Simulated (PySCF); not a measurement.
Constitutional and geometric isomers with formula H6O2Si3. Gas-phase values, no solvent. One relaxed conformer stands for each flexible species; it need not be the lowest. Strings in code marks are SMILES. All members: neutral, multiplicity 1. Level: ωB97X-D3(BJ)/def2-TZVP // B3LYP-D3(BJ)/def2-TZVP (PySCF). Delta-SCF ions had no search for a lower state.  The removal energy is E(N − 1 electrons) − E(N electrons) at the parent's geometry; ε(HOMO) is measured against the vacuum level.

```csv
species,−ε(HOMO) (eV),vertical ionisation energy (Delta-SCF) (eV)
`O[SiH](O)[SiH]=[SiH2]`,8.04,7.84
`O[Si@@]1([SiH3])O[SiH2]1` (H–O–Si–Si torsion 178°),8.87,8.68
"`O=[Si]([SiH3])[SiH2]O` (Si–Si–Si–O torsion 1°, Si–Si–O–H torsion -179°)",9.40,withheld
`O[Si@@H]1O[SiH2][SiH2]1` (H–O–Si–Si torsion 179°),9.56,9.39
`O1[SiH2]O[SiH2][SiH2]1`,10.27,10.14
```

**Question.** Fit vertical ionisation energy (Delta-SCF) = a + b·x to the 4 complete rows by least squares, with x = −ε(HOMO) in eV. Give a, b and the rms residual, and predict the withheld value.

**Answer.** Means of the 4 rows: x̄ = 9.185, ȳ = 9.0125 eV. Σ(x − x̄)² = 2.7281 and Σ(x − x̄)(y − ȳ) = 2.8122, so b = 1.031 and a = ȳ − b·x̄ = -0.457 eV. The rms residual is 0.008 eV. At x = 9.4 the line gives 9.23 eV. The run for `O=[Si]([SiH3])[SiH2]O` (Si–Si–Si–O torsion 1°, Si–Si–O–H torsion -179°) gave 9.14 eV, so the line is off by 0.09 eV, more than twice the rms residual.

Codes: PySCF.
